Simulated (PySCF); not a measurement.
Compound: Al2BrCl2H3.
Structure used (PBE0-D3(BJ)/def2-SVP), in Å, numbered top down from 1:
```xyz
8
Al2BrCl2H3 angstrom
Br     3.238    0.711    0.259
Al     1.452   -0.597   -0.142
Cl    -0.056   -0.380    1.579
Al    -1.621    0.502    0.101
Cl     0.007    0.493   -1.557
H      1.585   -2.100   -0.561
H     -1.905    1.995    0.509
H     -2.646   -0.644   -0.241
```

The calculation used PBE0-D3(BJ)/def2-SVP geometry optimisation, gas phase (PySCF 2.14.0).

(1) Which atoms are bound to Al2, and at what distances?

(2) List the angles at Al2.

(3) Describe the arrangement about Al2 in numbers.

(4) Which atoms are bound to Al4, and at what distances?

(5) List the angles at Al4.

(6) Describe the arrangement about Al4 in numbers.

(7) Give some angles away from the centre.

(8) What are the rotational constants (commonest isotopes, rigid rotor)?

Answers

(1) 4 atoms: H6 1.566 Å, Br1 2.249 Å, Cl5 2.298 Å, Cl3 2.298 Å. The nearest atom not counted as bound is Al4, at 3.27 Å.

(2) 
```json
{"angle": "Br1–Al2–H6", "degrees": "122.6", "distance of the outer atoms (Å)": "3.36"}
{"angle": "Cl3–Al2–H6", "degrees": "110.3", "distance of the outer atoms (Å)": "3.20"}
{"angle": "Cl5–Al2–H6", "degrees": "110.1", "distance of the outer atoms (Å)": "3.19"}
{"angle": "Br1–Al2–Cl5", "degrees": "109.5", "distance of the outer atoms (Å)": "3.71"}
{"angle": "Br1–Al2–Cl3", "degrees": "109.4", "distance of the outer atoms (Å)": "3.71"}
{"angle": "Cl3–Al2–Cl5", "degrees": "90.2", "distance of the outer atoms (Å)": "3.26"}
```

(3) Angles from 90.2° to 122.6°; τ4 = (360° − α − β)/141° = 0.90 with α and β the two widest (0 for a square, 1 for a tetrahedron).

(4) 4 atoms: H7 1.574 Å, H8 1.576 Å, Cl5 2.324 Å, Cl3 2.326 Å. The nearest atom not counted as bound is Al2, at 3.27 Å.

(5) 
```
      angle  degrees  distance of the outer atoms (Å)
  H7–Al4–H8    129.0                             2.84
 Cl3–Al4–H7    108.5                             3.19
 Cl5–Al4–H7    108.4                             3.19
 Cl3–Al4–H8    107.5                             3.18
 Cl5–Al4–H8    107.4                             3.17
Cl3–Al4–Cl5     88.9                             3.26
```

(6) Angles from 88.9° to 129.0°; τ4 = (360° − α − β)/141° = 0.87 with α and β the two widest (0 for a square, 1 for a tetrahedron). Differences among atoms that Cs makes equivalent are scatter left by the optimiser.

(7) Al2–Cl3–Al4 90.1°.

(8) A = 2178, B = 693.7, C = 582.8 MHz: an asymmetric top.

Point group: Cs (every atom within 0.08 Å of its image). Charge 0, singlet. PBE0-D3(BJ)/def2-SVP frequencies: not computed here.

On one thread of an Arm Neoverse V1, no GPU (shared host), this took 4.5 min wall and 0.51 GiB of memory at its peak. This is the geometry optimisation.

One conformer stands for the species.
